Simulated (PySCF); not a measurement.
# Which determinant of CsP lies lowest?

Unrestricted PBE0; PySCF, scalar-relativistic core potentials, basis sets Cs def2-SVP with ECP46, P def2-SVP. Outer shells of the fragments: Cs 6s1; P 3s2 3p3.

Followed along the bond (rough minima from three points):

```csv
2Ms+1,unpaired,⟨S²⟩ at the start,R at minimum (Å),Te (eV)
3,π ↑↑,2.03,3.34,0.00
3,"σ ↑, π ↑",2.01,3.12,0.21
1,π ↑↓,1.01,3.33,0.35
1,"σ ↓, π ↑",1.01,3.12,0.54
1,none,0.00,3.31,1.43
```

Solutions found at the starting distance of 3.270 Å, counted from the lowest of them; the search is not exhaustive and high or unbound solutions are not listed, so other states can lie among these:

```
2Ms+1    unpaired   term  E (eV)  ⟨S²⟩  ⟨Lz²⟩   μ (D)
    3        π ↑↑    ³Σ⁻    0.00  2.03   0.00   -8.88
    3    σ ↑, π ↑     ³Π    0.24  2.01   1.01  -10.67
    1        π ↑↓  mixed    0.34  1.01   2.01   -9.17
    1    σ ↓, π ↑  mixed    0.57  1.01   1.02  -10.58
    1        none  mixed    1.43  0.00   2.00   -9.16
    5  σ ↑↑, π ↑↑    ⁵Σ⁻    1.50  6.00   0.00    1.93
```

A term symbol is given only where ⟨S²⟩ and ⟨Lz²⟩ are close to those of a pure state; real π, δ and φ orbitals otherwise mix terms. A positive dipole means Cs(−)P(+).

Spin–orbit coupling is left out. Counting both spins, an empty level lies below a filled one in some of these solutions, because spin and occupation are held.
